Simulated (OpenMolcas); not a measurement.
Mo2+.

| Quantity | Value |
| --- | --- |
| Program | OpenMolcas |
| Basis | ANO-RCC-VQZP [8s7p5d3f2g1h] |
| Scalar Hamiltonian | DKH2, point nucleus |
| Active space | 4 electrons in 6 orbitals (4d 5s) |
| State averaging | 2S+1 = 5 even, 15 roots; 2S+1 = 3 even, 95 roots kept (CI in the orbitals of an earlier block); 2S+1 = 1 even, 90 roots kept (CI in the orbitals of an earlier block) |
| Spin-orbit coupling | state interaction with AMFI integrals over the reference wave functions, term energies averaged over their components |

Two sets of levels on these reference wave functions, in cm-1 above 4d4 5D0: one from CASSCF and one from MS-CASPT2, IPEA 0.25 Eh, imaginary shift 0.1 Eh (closed shells correlated: 4s 4p).

```json
{"Level": "4d4 5D0", "Set 1": "0.0", "Set 2": "0.0"}
{"Level": "4d4 5D1", "Set 1": "252", "Set 2": "233"}
{"Level": "4d4 5D2", "Set 1": "695", "Set 2": "659"}
{"Level": "4d4 5D3", "Set 1": "1269", "Set 2": "1229"}
{"Level": "4d4 5D4", "Set 1": "1936", "Set 2": "1908"}
{"Level": "4d4 3P0(1)", "Set 1": "11600", "Set 2": "15020"}
{"Level": "4d4 3H4", "Set 1": "13330", "Set 2": "16090"}
{"Level": "4d4 3P1(1)", "Set 1": "12870", "Set 2": "16260"}
{"Level": "4d4 3H5", "Set 1": "13930", "Set 2": "16620"}
{"Level": "4d4 3H6", "Set 1": "14460", "Set 2": "17120"}
{"Level": "4d4 3F2(1)", "Set 1": "14610", "Set 2": "17930"}
{"Level": "4d4 3F3(1)", "Set 1": "14620", "Set 2": "17980"}
{"Level": "4d4 3P2(1)", "Set 1": "14790", "Set 2": "18220"}
{"Level": "4d4 3F4(1)", "Set 1": "14970", "Set 2": "18250"}
{"Level": "4d4 3G3", "Set 1": "16650", "Set 2": "20290"}
{"Level": "4d4 3G4", "Set 1": "17090", "Set 2": "20760"}
```

**Question.** Which set is which?

**Answer.** Set 1 is MS-CASPT2. Its levels of the other terms of 4d4 lie at 0.77 to 0.84 of the other set's values, as expected, since terms of lower spin or lower L gain more correlation energy than the Hund ground term. Against 15 measured levels (Sugar and Musgrove, J. Phys. Chem. Ref. Data 17, 155 (1988)) the mean absolute deviation is 460 cm-1 with it and 2800 cm-1 without; single levels miss by up to 800 cm-1 with it.

CASPT2 breaks the degeneracy within a term, and the mean is taken; among the terms shown or strongly mixed into the levels shown the widest spread is 130 cm-1 (4d4 3F(1), MS-CASPT2). Terms from blocks run as CI alone lack orbitals of their own. Configurations are named by rounded mean occupations; where the s occupation lies near a half they are strongly mixed, a name can repeat and a true partner stay unpaired. Without dynamic correlation excited terms often stand tens of per cent too high (terms of higher spin than the ground term too low), and those without a measured partner can miss by more than the paired ones (holds for CASSCF). Some levels mix across a computed gap that differs much from the measured one, so their mixing is not that of the real levels (holds for CASSCF). Blocks of more than 70 roots (2S+1 = 3 even, 1 even) ran without multistate coupling (holds for MS-CASPT2). Computed and measured levels are paired by configuration, term and J; levels that our copy of the source lacks, or whose pairing is in doubt (as where it misses far off the trend of its configuration), stay unpaired and out of the deviations. Only configurations of the active space appear. The table leaves out levels that lie high or whose names do not pair safely across all columns.

A number in round brackets counts repeated terms of one configuration in the order of the reference energies.
